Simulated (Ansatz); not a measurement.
Isomers of Zn$_{2}$Br$_{3}$ (doublet), relaxed with PBE-D4/def2-SVP; total energies from Ansatz at PBE-QIDH/def2-TZVP.

```tsv
isomer	description	energy (Eh)
A	point group C2v; 5 × Br–Zn 2.27 to 2.57 Å	-11278.57450
B	point group C2v; 4 × Br–Zn 2.27 to 2.52 Å	-11278.55525
C	point group C3v; 6 × Br–Zn 2.37 to 2.84 Å	-11278.54753
D	point group Cs; 5 × Br–Zn 2.33 to 2.75 Å	-11278.54786
```

Correlated methods freeze 45 core orbitals; core or outer-core shells of Br are correlated, in sets that lack core-valence functions.

The isomers come from a short search, and lower ones may exist.

Question: Work out the relative energies (1 Eh = 2625.5 kJ/mol) and the Boltzmann populations at 800 K from electronic energies alone (R = 8.314 J/mol/K).

Answer: ΔE: A 0.0, B 50.5, C 70.8, D 69.9 kJ/mol. RT = 6.65 kJ/mol. Factors exp(−ΔE/RT): A 1, B 0.000503, C 2.38e-05, D 2.72e-05; sum 1.001. Populations: A 99.9 %, B 0.1 %, C 0.0 %, D 0.0 %. Zero-point energy, vibrational entropy and symmetry numbers are left out and can shift these; an error of 4 kJ/mol changes a ratio by a factor of 1.8. Over the other density-functional and correlated levels in def2 sets, the gap between A and B ranges from 31 to 55 kJ/mol.
